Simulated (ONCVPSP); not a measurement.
## What one change does to a pseudopotential (La, ONCV)

* Element: La (Z = 57)
* Generator: ONCVPSP 4.0.1
* Type: optimised norm-conserving Vanderbilt (ONCV)
* Functional: PBE
* Relativity: fully relativistic
* Frozen core: [Kr] 4d10
* Valence charge: 11
* Reference configuration: 5s2 5p6 5d1 6s2
* Partial waves: 5s+6s: rc 2.45 bohr, ncon 4, nbas 8, qcut 5.2 1/bohr, 2 projectors; 5p: rc 2.25 bohr, ncon 4, nbas 9, qcut 6.6 1/bohr, 2 projectors, debl 1.7 Ha; 5d: rc 2.40 bohr, ncon 5, nbas 9, qcut 4 1/bohr, 2 projectors, debl 1.1 Ha; f scattering state at 0.17 Ha: rc 2.10 bohr, ncon 4, nbas 8, qcut 6.2 1/bohr, 2 projectors, debl 3.1 Ha
* Local potential: polynomial inside 1.60 bohr (lpopt 5, dvloc0 2 Ha)
* Core correction: polynomial model core, fcfact 0.7

Open shells are filled in proportion to 2j + 1.

In the f channel the program set the typed energies aside and used -0.155, 2.945 Ha (j = l + 1/2; the other j can differ).

All-electron outer shells of the reference configuration (PBE, scalar-relativistic, ld1.x):

```tsv
shell	level (eV)	outermost node (bohr)	outermost maximum (bohr)
5s	-38.92	0.77	1.41
5p	-22.40	0.83	1.58
6s	-3.68	1.86	3.84
5d	-3.09	0.95	2.21
```

Change: s: qcut 4.5; p: qcut 5.7; d: qcut 3.5; f: qcut 5.4.

Cutoffs: the cutoffs (Ha) at which the residual kinetic energy of the hardest occupied pseudo-wave falls to 1 and 0.1 mHa per electron; they do not see the model core or the augmentation charge, which bear on the density cutoff. Errors are all-electron minus pseudo energies relative to the spin-unpolarised reference configuration.

Problem. What does the change do?

Solution. The potential gets softer (13 Ha and 16 Ha → 11 Ha and 13 Ha); of the 4 tests that both files solve, the error grows in 2 and shrinks in 0 by more than 15 % and 0.3 meV (median size 3.0 → 3.7 meV); neither file shows a bound ghost.

| quantity | base | changed |
| --- | --- | --- |
| cutoff, loose | 13 Ha | 11 Ha |
| cutoff, tight | 16 Ha | 13 Ha |
| loose cutoff by channel | s 9.0 Ha, p 13 Ha, d 5.8 Ha | s 7.5 Ha, p 11 Ha, d 5.7 Ha |
| bound ghosts | none | none |
| GHOST(+) flags under 300 eV | s at 77.6 eV | s at 69.3 eV |
| error for 5s2 5p6 5d1 6s1, meV [ΔE 5.97 eV] | -0.6 | -0.8 |
| error for 5s2 5p6 5d1 6s0, meV [ΔE 16.85 eV] | -4.2 | -5.5 |
| error for 5s2 5p6 5d0 6s0, meV [ΔE 35.79 eV] | +1.9 | +2.1 |
| error for 5s2 5p6 5d2 6s1, meV [ΔE 0.80 eV] | -4.2 | -5.3 |
| s: phases at 2.49 bohr within 0.05 rad from the reference energy up to (Ha; the scan ends near 5) | 2.7 | 2.3 |
| p3/2: phases at 2.29 bohr within 0.05 rad from the reference energy up to (Ha; the scan ends near 5) | to the end of the scan | to the end of the scan |
| p1/2: phases at 2.29 bohr within 0.05 rad from the reference energy up to (Ha; the scan ends near 5) | to the end of the scan | to the end of the scan |
| d5/2: phases at 2.43 bohr within 0.05 rad from the reference energy up to (Ha; the scan ends near 5) | 2.5 | 2.5 |
| d3/2: phases at 2.43 bohr within 0.05 rad from the reference energy up to (Ha; the scan ends near 5) | 2.5 | 2.5 |
| f7/2: phases at 2.13 bohr within 0.05 rad from the reference energy up to (Ha; the scan ends near 5) | 0.8 | 0.8 |
| f5/2: phases at 2.13 bohr within 0.05 rad from the reference energy up to (Ha; the scan ends near 5) | 0.7 | 0.8 |
| rms error of d²Exc/dni dnj with the model core, mHa | 2.33 | 2.11 |

Base: The cutoffs count occupied waves only; projector 2 of the f channel, the hardest unoccupied one, needs 78 Ha at the loose tolerance. Changed file: The cutoffs count occupied waves only; projector 2 of the f channel, the hardest unoccupied one, needs 81 Ha at the loose tolerance.
